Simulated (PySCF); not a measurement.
Compound: Ge(iPr)2H2, C6H16Ge.
Geometry (PBE0-D3(BJ)/def2-SVP, Å), atoms numbered from 1 in this order:
```
atom  x, y, z in Å
Ge1   -0.7927    0.0222   -0.5766
C2    -0.8490    0.2659    1.3809
C3    -0.1963   -0.9120    2.0975
C4    -2.2752    0.5103    1.8614
H5    -0.2512    1.1738    1.5789
H6     0.8535   -1.0539    1.7959
H7    -0.7305   -1.8546    1.8901
H8    -0.2078   -0.7674    3.1916
H9    -2.3043    0.6807    2.9516
H10   -2.7298    1.3885    1.3767
H11   -2.9236   -0.3565    1.6505
C12    1.0442   -0.2760   -1.2329
C13    1.9757    0.8460   -0.7857
C14    1.0558   -0.4616   -2.7466
H15    1.3754   -1.2191   -0.7618
H16    2.0218    0.9372    0.3110
H17    1.6508    1.8217   -1.1847
H18    3.0050    0.6753   -1.1454
H19    2.0776   -0.6555   -3.1162
H20    0.4228   -1.3049   -3.0642
H21    0.6891    0.4404   -3.2645
H22   -1.3739    1.2787   -1.2717
H23   -1.6799   -1.1894   -0.9574
```

The computed photoelectron lines, unassigned: C 1s: 289.99 (area 2), 290.44 (area 4) eV.

Computed with PySCF, delta-SCF UKS SCAN, pcX-2 on the ionised atom, pcseg-1 elsewhere, spin-free X2C. Geometry: PBE0-D3(BJ)/def2-SVP, one conformer, isolated molecule.

Assign the C 1s lines to atoms.

289.99 eV: C2/C12 (carbon bonded to 2 C, Ge and H); 290.44 eV: C3/C4/C13/C14 (carbon bonded to C and 3 H). Lowest listed C 1s: C2/C12, bonded to 2 C, H and Ge. Highest, 0.45 eV above it: C3/C4/C13/C14, bonded to C and 3 H.

Bonded neighbours of each site: C2/C12: 2 C, H and Ge; C3/C4/C13/C14: C and 3 H.

Which photon wavelength matches the C 1s of C3/C4/C13/C14 threshold?

λ = hc/E = 12398.42 eV Å / 290.44 eV = 42.688 Å.

One atom of each set of topologically equivalent atoms was ionised and stands for the set; in this conformer not all members are related by symmetry, and their own values weren't computed. No level of germanium is listed.
